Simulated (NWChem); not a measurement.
## Ionisation of AsF2

```xyz
3

F      1.3031     0.0000     0.7453
As     0.0000     0.0000    -0.4065
F     -1.3031     0.0000     0.7453
```
Charge 0, spin multiplicity 2.

Program: NWChem. The geometry was optimised at UPBE0/def2-SVP, a minimum by its harmonic frequencies.

Basis set: def2-TZVPD. The species with one electron less has spin multiplicity 1 and keeps the geometry of the parent. Δ marks differences of total energies (open shells unrestricted). −ε marks an orbital energy of the parent. That orbital need not have the symmetry of the hole or added electron in the Δ rows. That singlet is a closed-shell solution.

The Hamiltonian is non-relativistic. B3LYP has NWChem's definition, with VWN1-RPA local correlation. The structure started from a generated list of species. The unpaired electrons of the parent sit in orbitals of symmetry b2 (C2v labels of the run); other states weren't searched. The stability of the SCF solutions was not checked.

Order these methods by the first vertical ionisation energy they give, lowest first: −ε(alpha HOMO) of B3LYP, −ε(alpha HOMO) of PBE0, −ε(alpha HOMO) of PBE, −ε(alpha HOMO) of BP86, ΔB3LYP.

−ε(alpha HOMO) of PBE (5.33 eV), −ε(alpha HOMO) of BP86 (5.41 eV), −ε(alpha HOMO) of B3LYP (6.39 eV), −ε(alpha HOMO) of PBE0 (6.69 eV), ΔB3LYP (9.35 eV)
